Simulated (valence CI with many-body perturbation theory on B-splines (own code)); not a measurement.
## Questions on V9+

Calculated by valence CI with perturbative core correlation (CI+MBPT): four valence electrons over a frozen Dirac-Fock core [Ne], radial functions for each j: 11 s, 11 p, 10 d, 8 f, 5 g, 2 h, with the one-electron correlation potential Σ1, the two-electron term Σ2, the three-electron term Σ3, Breit, model QED; selected CI, second order for the rest, scaled by the run's own slope (own B-spline code, finite nucleus).

No measured levels were compared; by estimate levels of excited configurations hold to 0.05 to 0.15 % of their energy, terms of the ground configuration to about 0.5 %. Among the levels kept, up to 630 cm⁻¹ of a level comes from second order outside the variational space, and about a tenth of that is noise between levels of different J, which matters for small intervals.

Rates and lifetimes use the calculated energies. Strong lines usually hold to 10 to 20 %, long lifetimes can be off by a factor of two.

Q: What is the ground level?

A: 3s²3p² ³P_0, composition 95 % 3s²3p² ³P + 2 % 3s²3p² ¹S.

Q: Where does the other parity begin?

A: At 3s3p³ ⁵S°_2, 161220 cm⁻¹.

Q: How is the term ³P of the ground level split?

A: J = 0 at 0, J = 1 at 4185, J = 2 at 9435 cm⁻¹.

Q: Among levels below 937070 cm⁻¹, which E1 lines absorb most strongly from the ground level?

A: to 3s²3p3d ³P°_1 at 25.57 nm, f = 0.766; to 3s²3p3d ³D°_1 at 25.05 nm, f = 0.423; to 3s3p³ ³S°_1 at 30.45 nm, f = 0.205.

Q: Name the longest-lived excited levels whose lifetime is computed, and their main decay.

A: 3s²3p² ³P_1 at 4185 cm⁻¹ lives 768 ms, mostly by M1 to 3s²3p² ³P_0; 3s²3p² ³P_2 at 9435 cm⁻¹ lives 529 ms, mostly by M1 to 3s²3p² ³P_1; 3s²3p² ¹D_2 at 32652 cm⁻¹ lives 34.6 ms, mostly by M1 to 3s²3p² ³P_2.

Q: What is the ionisation energy?

A: 229.54 eV; NIST lists 230.5 ± 0.5 eV (semi-empirical).

Q: How well does LS coupling describe the low levels?

A: Among the lowest 20 levels the leading LS term, summed over configurations, holds 94 % on average. For single configurations the figures are 85 % in LS and 62 % in jj coupling. Terms mix most in the J = 2 level at 385920 cm⁻¹, where the leading one holds 50 %.
